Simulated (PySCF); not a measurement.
# Correlation energy of Cd (cadmium, neutral)

[Kr] 4d9 5s2 5p1, one real determinant (an excited configuration). Computed with PySCF 2.14 in x2c-TZVPPall (8s6p6d2f1g, 79 functions), with the spin-free X2C one-electron Hamiltonian (Gaussian nucleus). Frozen: [Kr]; 12 electrons correlated.

```csv
level,correlation energy (mhartree)
CCSD,-366.68
(T),-11.92
CCSD(T),-378.60
```

Diagnostics: T1 = 0.015, D1 = 0.0548, largest double amplitude 0.076.

The real determinant used has ⟨L²⟩ near 8 against 12 for a pure F term, so it mixes terms.

Cost of the coupled-cluster step: roughly 16 core-seconds, for 12 correlated electrons.

Iterations:

```
CC2 = 0
CCSD nocc = (np.int64(7), np.int64(5)), nmo = (61, 61)
frozen orbitals [[0, 1, 2, 3, 4, 5, 6, 7, 8, 9, 10, 11, 12, 13, 14, 15, 16, 17], [0, 1, 2, 3, 4, 5, 6, 7, 8, 9, 10, 11, 12, 13, 14, 15, 16, 17]]
max_cycle = 100
direct = 0
conv_tol = 1e-08
conv_tol_normt = 1e-06
diis_space = 8
diis_start_cycle = 0
Init t2, MP2 energy = -0.38167981083116
Init E_corr(UCCSD) = -0.381679810840387
cycle = 1  E_corr(UCCSD) = -0.358346244847853  dE = 0.023333566  norm(t1,t2) = 0.07858
cycle = 2  E_corr(UCCSD) = -0.365471868763503  dE = -0.00712562392  norm(t1,t2) = 0.0911486
cycle = 3  E_corr(UCCSD) = -0.364985540770918  dE = 0.000486327993  norm(t1,t2) = 0.235886
cycle = 4  E_corr(UCCSD) = -0.36533306772823  dE = -0.000347526957  norm(t1,t2) = 0.0204416
cycle = 5  E_corr(UCCSD) = -0.366500093389149  dE = -0.00116702566  norm(t1,t2) = 0.00958976
cycle = 6  E_corr(UCCSD) = -0.366560490574196  dE = -6.0397185e-05  norm(t1,t2) = 0.00586778
cycle = 7  E_corr(UCCSD) = -0.366624815552561  dE = -6.43249784e-05  norm(t1,t2) = 0.00544137
cycle = 8  E_corr(UCCSD) = -0.366671895548979  dE = -4.70799964e-05  norm(t1,t2) = 0.0041488
cycle = 9  E_corr(UCCSD) = -0.366673165127883  dE = -1.2695789e-06  norm(t1,t2) = 0.0012117
cycle = 10  E_corr(UCCSD) = -0.366673455174906  dE = -2.90047023e-07  norm(t1,t2) = 0.000448028
cycle = 11  E_corr(UCCSD) = -0.366684886252938  dE = -1.1431078e-05  norm(t1,t2) = 0.000237307
cycle = 12  E_corr(UCCSD) = -0.366682671499346  dE = 2.21475359e-06  norm(t1,t2) = 0.000136048
cycle = 13  E_corr(UCCSD) = -0.366684167886219  dE = -1.49638687e-06  norm(t1,t2) = 7.69452e-05
cycle = 14  E_corr(UCCSD) = -0.366684323827858  dE = -1.55941639e-07  norm(t1,t2) = 2.81936e-05
cycle = 15  E_corr(UCCSD) = -0.366684438043032  dE = -1.14215173e-07  norm(t1,t2) = 1.09739e-05
cycle = 16  E_corr(UCCSD) = -0.366684299432415  dE = 1.38610617e-07  norm(t1,t2) = 5.23922e-06
cycle = 17  E_corr(UCCSD) = -0.366684200592666  dE = 9.88397485e-08  norm(t1,t2) = 4.01173e-06
cycle = 18  E_corr(UCCSD) = -0.366684120207696  dE = 8.03849699e-08  norm(t1,t2) = 2.73585e-06
cycle = 19  E_corr(UCCSD) = -0.366684096506254  dE = 2.3701442e-08  norm(t1,t2) = 1.40797e-06
cycle = 20  E_corr(UCCSD) = -0.366684090695595  dE = 5.81065918e-09  norm(t1,t2) = 1.33216e-06
cycle = 21  E_corr(UCCSD) = -0.366684083366337  dE = 7.32925787e-09  norm(t1,t2) = 1.21618e-06
cycle = 22  E_corr(UCCSD) = -0.366684079762418  dE = 3.603919e-09  norm(t1,t2) = 1.02024e-06
cycle = 23  E_corr(UCCSD) = -0.366684077266682  dE = 2.49573578e-09  norm(t1,t2) = 9.75711e-07
UCCSD converged
E(UCCSD) = -5591.282463885581  E_corr = -0.3666840772666824
UCCSD(T) correction = -0.0119219691790825
```

The basis was made for the ground configuration and has no added diffuse functions, which can raise the energy of the promoted electron.

The reference is one real determinant that mixes LS terms of this configuration.
